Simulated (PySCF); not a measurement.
# Reading the logs of faulty runs: BCH6OSi cation

Calculated results; nothing here was measured. The program is PySCF 2.14.0, an open-source quantum chemistry code, run on an isolated molecule that a program drew, which may never have been made. The molecule is BCH6OSi cation (charge +1, singlet), drawn as the SMILES string `C[SiH2][B+]O`.

Each row is a Hartree-Fock (HF) and frozen-core CCSD(T) single point in the cc-pV(D+d)Z basis, meant for a local HF minimum. Run 1 is clean. Each other run has one planted mistake out of seven kinds, and not every kind appears here: one electron removed, one electron added, multiplicity raised by two, geometry at a saddle point, minimal basis STO-3G, one bond length entered in bohr, all coordinates scaled. The reference is restricted for singlets and unrestricted otherwise, and also for a bond in bohr. Adding or removing an electron swaps singlet and doublet. Electrons count all cores. HOMO and LUMO are orbital energies over both spins, the gradient is its largest component, and the lowest frequency (negative if imaginary) is given only where the gradient is small. Bond lengths are over the 9 bonds as drawn. T1 is the CCSD diagnostic: over 0.02 (restricted) or 0.045 (unrestricted) a single reference is doubtful.

Geometry of the clean run:
```xyz
10
BCH6OSi cation, angstrom
C    -2.0187   -0.4548    0.3420
Si   -1.9517    0.5708   -1.2103
B    -0.0279    0.3751   -2.0086
O     1.1259    0.2175   -2.4273
H    -1.3016   -0.1058    1.0871
H    -3.0214   -0.3589    0.7678
H    -1.8402   -1.5115    0.1352
H    -2.0285    2.0284   -1.0305
H    -2.7677    0.0971   -2.3384
H     1.7253    0.4589   -3.1281
```

| run | electrons | basis functions | <S^2> | HOMO (eV) | LUMO (eV) | gradient (hartree/bohr) | lowest frequency (cm^-1) | mean bond (Å) | longest bond (Å) | T1 | HF (hartree) | CCSD(T) (hartree) | mistake |
|---|---|---|---|---|---|---|---|---|---|---|---|---|---|
| 1 | 38 | 95 | 0.000 | -17.39 | -3.30 | 1.1e-05 | 65 | 1.3736 | 2.092 | 0.0147 | -429.63913 | -430.19018 | no fault |
| 2 | 39 | 95 | 0.767 | -5.21 | 3.62 | 1.2e-01 | - | 1.3736 | 2.092 | 0.0162 | -429.79368 | -430.35603 | one electron added |
| 3 | 38 | 30 | 0.000 | -16.08 | 0.33 | 4.6e-02 | - | 1.3736 | 2.092 | 0.0176 | -424.58378 | -424.81690 | minimal basis STO-3G |
| 4 | 37 | 95 | 0.759 | -23.97 | -14.29 | 1.1e-01 | - | 1.3736 | 2.092 | 0.0215 | -429.05950 | -429.58259 | ? |

**Which mistake was planted in run 4, and what did it cost?**

It counts 37 electrons, one fewer than the clean run, at the same geometry and basis. So the mistake is: one electron removed. Subtracting run 1 and multiplying by 627.51 kcal/mol a hartree, the energy moved by 363.7 kcal/mol in HF and 381.3 kcal/mol in CCSD(T).

